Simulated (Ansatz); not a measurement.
Geometry optimisation, RKS PBE/def2-SVP in Ansatz.

Input file:

```yaml
crystal:
  periodic: [false, false, false]
  atoms:
    - { symbol: Ge, position_ang: [0.0, 0.0, 0.0] }
    - { symbol: O, position_ang: [0.0, 0.0, 1.77] }
    - { symbol: H, position_ang: [-0.9095, -0.2814, 2.1071] }
    - { symbol: O, position_ang: [1.6691, 0.0, -0.5894] }
    - { symbol: H, position_ang: [1.9855, -0.9521, -0.7061] }
    - { symbol: O, position_ang: [-0.8337, 1.4443, -0.5894] }
    - { symbol: H, position_ang: [-1.7915, 1.2136, -0.8118] }
    - { symbol: H, position_ang: [-0.73, -1.2648, -0.5162] }
basis:
  gaussian: { orbitals: def2-SVP }
hamiltonian:
  xc: pbe
relax:
  f_tol: 0.02
  max_steps: 40
```

Command:

```bash
$ ansatz run input.yaml --threads 1 --pin off --max-ram 2048MiB --backend cpu --events-out ev --progress --plain --runs-dir out
```

Q: Where does it end, and by what steps?

A: It converged. After 17 steps the energy has fallen by 0.370 eV; H5 moved furthest, 1.13 Å.

| step | energy less start (eV) | largest force component (eV/Å) | accepted |
| --- | --- | --- | --- |
| 0 | 0.0000 | 1.495 | yes |
| 1 | -0.1416 | 0.652 | yes |
| 2 | -0.1683 | 0.141 | yes |
| 3 | -0.2087 | 0.638 | yes |
| 4 | -0.2435 | 0.212 | yes |
| 5 | -0.2774 | 0.108 | yes |
| 6 | -0.2798 | 0.343 | yes |
| 7 | -0.2033 | 1.978 | no |
| 8 | -0.3099 | 0.115 | yes |
| 9 | -0.3277 | 0.111 | yes |
| 10 | -0.3488 | 0.113 | yes |
| 11 | -0.3503 | 0.401 | yes |
| 12 | -0.3630 | 0.427 | yes |
| 13 | -0.3676 | 0.160 | yes |
| 14 | -0.3570 | 0.634 | no |
| 15 | -0.3691 | 0.072 | yes |
| 16 | -0.3696 | 0.036 | yes |
| 17 | -0.3698 | 0.012 | yes |

```xyz
8
Properties=species:S:1:pos:R:3
Ge -0.274 -0.397 -0.052
O -0.107 -0.594 1.714
H -0.406 0.229 2.146
O 1.325 -0.398 -0.853
H 1.970 0.106 -0.322
O -1.072 1.208 -0.184
H -0.998 1.568 -1.088
H -1.049 -1.561 -0.698
```

The run took 42 s on 1 thread of Arm Neoverse V2 (shared host), peak memory 0.12 GiB.
